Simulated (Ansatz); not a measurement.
The same path of CH₅ClOSn (9 atoms, charge 0, multiplicity 1) was run 3 times with different band settings. The coordinate that changes most is the dihedral Cl3–C2–Sn4–H8.

Theory: Ansatz, RKS B3LYP-D4/def2-SVP.

Relaxed end points:

```xyz
9
Properties=species:S:1:pos:R:3
O 0.838 0.995 -1.152
C 0.581 0.614 0.144
Cl 2.062 -0.170 0.947
Sn -1.019 -0.888 0.107
H 1.496 1.708 -1.160
H 0.359 1.461 0.813
H -2.421 -0.190 -0.606
H -0.454 -2.205 -0.830
H -1.352 -1.371 1.720
```

```xyz
9
Properties=species:S:1:pos:R:3
O 0.156 1.699 0.291
C 0.719 0.459 0.101
Cl 1.680 0.366 -1.488
Sn -0.901 -1.015 -0.025
H 0.854 2.362 0.412
H 1.476 0.201 0.859
H -1.881 -0.579 -1.359
H -0.207 -2.570 -0.246
H -1.808 -0.971 1.438
```

Common settings: climbing image yes; spring 5.0 eV/Å²; start path IDPP; force threshold 0.05 eV/Å; iteration limit 60; end points relaxed.

| run | movable images | optimiser | largest step |
| --- | --- | --- | --- |
| 1 | 5 | quadratic models (default) | default |
| 2 | 1 | quadratic models (default) | default |
| 3 | 5 | fire | 0.02 Å |

(1) What does each run give, and how far can it be trusted?

## Answers

(1) Run 1: converged after 6 iterations, highest image 0.056 eV above the first end. A vibrational analysis at the climbing image gives one clearly imaginary mode, 96i cm⁻¹: a first-order saddle point.
Run 2: converged after 6 iterations, highest image 0.056 eV above the first end. Another band between the same ends (5 images) ends at a top of the same energy, where a vibrational analysis finds 1 clearly imaginary mode. So few images can step over the top or miss a turn of the path.
Run 3: converged after 22 iterations, highest image 0.056 eV above the first end. Another band between the same ends (5 images) ends at a top of the same energy, where a vibrational analysis finds 1 clearly imaginary mode.
